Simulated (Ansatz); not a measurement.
The first iterations of a band of C₂H₉FOSi₂ (15 atoms, charge 0, multiplicity 1).

The calculation used RKS B3LYP/STO-3G (Ansatz).

```yaml
movable_images: 4
climbing_image: no
spring: 5.0 eV/Å²
optimiser: quadratic models (default)
start_path: IDPP
force_threshold: 0.05 eV/Å
iteration_limit: 60
end_points: relaxed
```

First end point:

```xyz
15
Properties=species:S:1:pos:R:3
C 1.004 -2.197 1.284
C 1.140 -1.012 0.277
O -0.149 -0.316 0.210
Si -0.073 1.039 -0.854
F 0.219 0.471 -2.374
Si -2.056 2.134 -0.661
H 1.958 -2.742 1.359
H 0.224 -2.896 0.948
H 0.732 -1.821 2.282
H 1.451 -1.420 -0.715
H 1.964 -0.340 0.620
H 1.067 1.880 -0.500
H -2.238 2.611 0.690
H -3.173 1.281 -0.995
H -2.091 3.278 -1.543
```

Last end point:

```xyz
15
Properties=species:S:1:pos:R:3
C 0.876 -2.358 1.073
C 1.023 -1.160 0.083
O -0.150 -0.294 0.234
Si -0.057 1.072 -0.814
F -0.082 0.521 -2.368
Si -1.823 2.407 -0.298
H 0.815 -1.992 2.109
H 1.743 -3.031 0.986
H -0.038 -2.928 0.849
H 1.120 -1.564 -0.954
H 1.976 -0.622 0.307
H 1.227 1.745 -0.636
H -1.704 2.901 1.055
H -3.079 1.703 -0.413
H -1.871 3.549 -1.182
```

| iteration | highest image above the first end (eV) | largest band force component (eV/Å) |
| --- | --- | --- |
| 1 | 0.124 | 0.990 |
| 2 | 0.087 | 0.255 |

Q: Does the band converge within its limit, and where does its top end?

A: The run converged. It ended after 7 iterations with the highest image 0.082 eV above the first end. No image climbed, so the highest image needn't sit at the top of the path. Limits of this set-up: minimal basis.

Time of the run: 2.6 min on 1 thread of AMD EPYC (Zen 3), on a shared host, peak memory 0.14 GiB.
